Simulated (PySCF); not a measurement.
C₂HBrClF, SMILES F/C=C(\Cl)Br. Atoms are numbered in the order given.

```xyz
6

F     -1.1901    -2.4560     0.0000
C     -1.2016    -1.1258     0.0000
C     -0.0678    -0.4099     0.0000
Cl     1.4848    -1.1539     0.0000
Br    -0.1348     1.4746     0.0000
H     -2.1970    -0.6783     0.0000
```
Charge 0, spin multiplicity 1.

Geometry optimised at TPSSh-D3(BJ)/def2-SVP.

These are TDDFT-ωB97X/def2-SVPD (PySCF 2.14.0) values and carry that method's errors.

Vertical excitations.  State labels are in the subgroup Cs.

```
state  symmetry  energy (eV)  λ (nm)      f                                                                    main pairs
-----  --------  -----------  ------  -----  ----------------------------------------------------------------------------
S1           A"         5.41     229  0.000                                                                HOMO→LUMO 87 %
S2           A"         6.37     195  0.000                                                              HOMO→LUMO+2 73 %
S3           A'         6.52     190  0.092                                            HOMO−1→LUMO 59 %, HOMO→LUMO+1 31 %
S4           A'         6.58     188  0.191                                            HOMO→LUMO+1 66 %, HOMO−1→LUMO 27 %
S5           A"         7.25     171  0.001                                                              HOMO−2→LUMO 77 %
S6           A"         7.47     166  0.000                                                            HOMO−1→LUMO+1 98 %
S7           A"         7.65     162  0.019                          HOMO→LUMO+3 55 %, HOMO→LUMO+5 12 %, HOMO→LUMO+2 10 %
S8           A'         7.88     157  0.027  HOMO−3→LUMO 32 %, HOMO−2→LUMO+1 18 %, HOMO−1→LUMO+2 15 %, HOMO−3→LUMO+2 14 %
S9           A"         8.11     153  0.000                                                            HOMO−3→LUMO+1 94 %
S10          A'         8.11     153  0.073                                        HOMO−2→LUMO+1 73 %, HOMO−3→LUMO+2 11 %
T1           A'         3.95     314      0                                                              HOMO→LUMO+1 88 %
T2           A"         4.88     254      0                                                                HOMO→LUMO 82 %
T3           A'         5.78     215      0                                                              HOMO−1→LUMO 83 %
T4           A"         5.90     210      0                                                              HOMO→LUMO+2 63 %
```
Triplets are in the Tamm–Dancoff approximation, which puts them higher than full response would, so one can lie above its singlet here.
